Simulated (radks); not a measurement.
Task: Species: N2-. Configuration: [He] 2s2 2p5. Method: non-relativistic Kohn-Sham, LDA (Slater exchange, Perdew-Wang correlation), spin-polarised, spherical densities, point nucleus; open shells are filled with parallel spins first; Watson sphere of charge +2 and radius 3.03 bohr; computed with a radial shooting solver on a logarithmic mesh with Libxc functionals. Some entries of the table are withheld. Estimate them.

orbital  occ.  eigenvalue (hartree)  r(max) (bohr)  <r^2> (bohr^2)
1s up       1             -13.81498         0.1493         0.07253
1s down     1             -13.79734         0.1492         0.07234
2s up       1                   (1)          1.040           2.557
2s down     1                   (2)          1.048           2.675
2p up       3              -0.18973          1.042           4.990
2p down     2              -0.15740          1.076           5.940

Result: 
(1) 2s up eigenvalue (hartree): -0.57230
(2) 2s down eigenvalue (hartree): -0.53149
